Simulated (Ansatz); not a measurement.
A nudged elastic band was laid between two geometries of CH₆OSiZn (10 atoms, charge 0, multiplicity 1).

These are results of RKS PBE-D4/def2-SVP (Ansatz), not measurements.

```json
{
 "movable images": "7",
 "climbing image": "yes",
 "spring": "5.0 eV/Å²",
 "optimiser": "quadratic models (default)",
 "start path": "through a guess of the saddle point",
 "force threshold": "0.03 eV/Å",
 "iteration limit": "60",
 "end points": "relaxed"
}
```

First end point:

```xyz
10
Properties=species:S:1:pos:R:3
C -0.423 1.185 0.294
Si -0.435 -0.468 -0.605
O 1.066 -1.260 -0.487
Zn 1.526 -1.674 2.162
H -0.155 1.037 1.360
H -1.422 1.665 0.247
H 0.311 1.889 -0.151
H -0.811 -0.264 -2.052
H 1.829 -0.739 -0.796
H -1.403 -1.421 0.030
```

Last end point:

```xyz
10
Properties=species:S:1:pos:R:3
C -0.597 1.268 0.255
Si -0.959 -0.254 -0.882
O 1.052 -0.614 -1.064
Zn 0.638 -1.672 1.756
H 0.138 1.083 1.070
H -1.552 1.573 0.738
H -0.241 2.136 -0.337
H 1.450 -0.899 -0.179
H 1.187 -1.375 -1.666
H -1.034 -1.297 0.312
```

Question: What changes between the two ends?

Answer: Bonds broken: Si2–H8. Bonds formed: O3–H8.

Question: Give the energies along the band, and the barrier.

Answer: The run converged. The highest image is number 6 of 0 to 8, 2.38 eV above the first end and 0.26 eV above the last; the last end lies 2.12 eV above the first. The profile has 3 maxima (images 1, 4, 6) with wells between them (images 2, 5): this band takes more than one step, which may be the mechanism or a detour left from its start path. Neighbouring images differ by up to 2.0 eV, so the band resolves the path poorly. A vibrational analysis at the climbing image gives one clearly imaginary mode, 61i cm⁻¹: a first-order saddle point. The orbitals stay closed-shell, which can raise the energy where a bond breaks towards radicals; this wasn't checked here.

```tsv
image	path coordinate (Å)	energy (eV)	Si2–H8 (Å)	O3–H8 (Å)
0	0.00	0.00	1.51	2.64
1	2.20	0.06	1.51	2.64
2	4.40	0.06	1.51	2.65
3	6.59	0.10	1.51	2.56
4	8.79	2.09	2.61	0.98
5	10.99	2.06	2.64	0.98
6	13.19	2.38	2.60	0.98
7	14.60	2.31	2.62	0.98
8	16.02	2.12	2.59	1.01
```

Question: What is the geometry of the highest image?

Answer: 
```xyz
10
Properties=species:S:1:pos:R:3:forces:R:3
C -0.350 1.161 0.439 0.00 0.00 0.00
Si -0.827 -0.297 -0.736 0.00 0.00 0.00
O 1.173 -0.466 -1.475 0.00 0.00 0.00
Zn -1.321 -1.415 2.684 0.00 0.00 0.00
H 0.642 1.060 0.928 0.00 0.00 0.00
H -1.106 1.191 1.256 0.00 0.00 0.00
H -0.396 2.141 -0.079 0.00 0.00 0.00
H 1.624 -1.146 -0.935 0.00 0.00 0.00
H 1.086 -0.860 -2.366 0.00 0.00 0.00
H -0.443 -1.421 0.287 0.00 0.00 0.00
```

Time of the run: 8.8 min on 2 threads of Arm Neoverse V1, on a shared host, peak memory 0.15 GiB.
